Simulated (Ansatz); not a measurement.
Vertical ionisation energy (eV) of eight halogen compounds: PBE beside CAM-B3LYP, computed with Ansatz (an electronic-structure program) for isolated molecules in the bases named; differences from unrounded values. The eight are the first of their class met in an unordered collection, after screening for sound electronic states; none was chosen by its value. Functionals give these values as differences of separate SCF runs (ΔSCF), EOM-CCSD as a root; each molecule has one DFT geometry for both levels.

```csv
molecule,basis,CAM-B3LYP,PBE,difference
"2-fluorocyclopenta-1,3-diene (C₅H₅F), SMILES C1=C(F)C=CC1",def2-SVPD,8.71,?,?
"C4H7Cl, SMILES C=CCCCl",def2-SVPD,10.05,9.51,-0.54
"C3H3ClF2, SMILES [C@]1([C@@H](C1)F)(Cl)F",def2-SVPD,10.77,10.09,-0.68
"C2Cl3F, SMILES ClC(=C(F)Cl)Cl",def2-SVPD,9.71,9.26,-0.45
"(E)-1-bromo-1-chloro-2-fluoroethene (C2HBrClF), SMILES F/C=C(\Cl)Br",def2-SVPD,9.73,?,?
"1,1,2-trichloroprop-1-ene (C₃H₃Cl₃), SMILES C(Cl)(=C(Cl)Cl)C",def2-SVPD,9.26,8.87,-0.39
"C5H5F, SMILES C=CC=C=CF",def2-SVPD,9.24,?,?
"C4H5Br, SMILES C=C/C=C/Br",def2-SVPD,8.76,8.52,-0.24
```

### Question
Some entries are withheld; supply them. (The exact figures need the calculation; the answer reports its results.)

### Answer

- (E)-1-bromo-1-chloro-2-fluoroethene (C2HBrClF), SMILES F/C=C(\Cl)Br, PBE: 9.31
- (E)-1-bromo-1-chloro-2-fluoroethene (C2HBrClF), SMILES F/C=C(\Cl)Br, difference: -0.42
- 2-fluorocyclopenta-1,3-diene (C₅H₅F), SMILES C1=C(F)C=CC1, PBE: 8.60
- 2-fluorocyclopenta-1,3-diene (C₅H₅F), SMILES C1=C(F)C=CC1, difference: -0.12
- C5H5F, SMILES C=CC=C=CF, PBE: 9.10
- C5H5F, SMILES C=CC=C=CF, difference: -0.14

PBE lies below CAM-B3LYP in 8 and above it in 0 of the eight; the mean signed difference is -0.37 and the largest -0.68 eV.
